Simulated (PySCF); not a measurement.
B(F)(OH)(NMe2) (C₂H₇BFNO), SMILES CN(C)B(O)F.

The structure is a stationary point at PBE0-D3(BJ)/def2-SVP. This is a generated structure with no PubChem entry under its InChIKey; it may be hypothetical. One conformer was computed; it need not be the lowest.

All values below come from PySCF with TDA-PBE0/def2-SVPD.

Vertical excitations. The molecule is in vacuum. State labels are in the subgroup Cs.

Task: Estimate the UV-visible absorptions. (Estimate from the structure and the level; the computed values follow.)

Result: 
```tsv
state	symmetry	energy (eV)	λ (nm)	f	main pairs
S1	A"	5.88	211	0.006	HOMO→LUMO 99 %
S2	A"	7.00	177	0.015	HOMO→LUMO+1 96 %
S3	A"	7.29	170	0.017	HOMO→LUMO+2 98 %
S4	A"	7.77	160	0.002	HOMO→LUMO+4 96 %
S5	A'	7.87	158	0.210	HOMO→LUMO+3 96 %
S6	A"	8.38	148	0.001	HOMO→LUMO+5 93 %
S7	A"	8.75	142	0.022	HOMO−1→LUMO 93 %
S8	A'	8.80	141	0.094	HOMO→LUMO+6 97 %
S9	A"	8.95	139	0.001	HOMO→LUMO+8 80 %, HOMO→LUMO+9 15 %
S10	A'	9.12	136	0.004	HOMO−2→LUMO 55 %, HOMO→LUMO+7 37 %
T1	A"	5.78	214	0	HOMO→LUMO 98 %
T2	A'	6.80	182	0	HOMO→LUMO+3 82 %, HOMO→LUMO+7 15 %
T3	A"	6.86	181	0	HOMO→LUMO+1 96 %
T4	A"	7.14	174	0	HOMO→LUMO+2 96 %
```
Triplets are in the Tamm–Dancoff approximation.
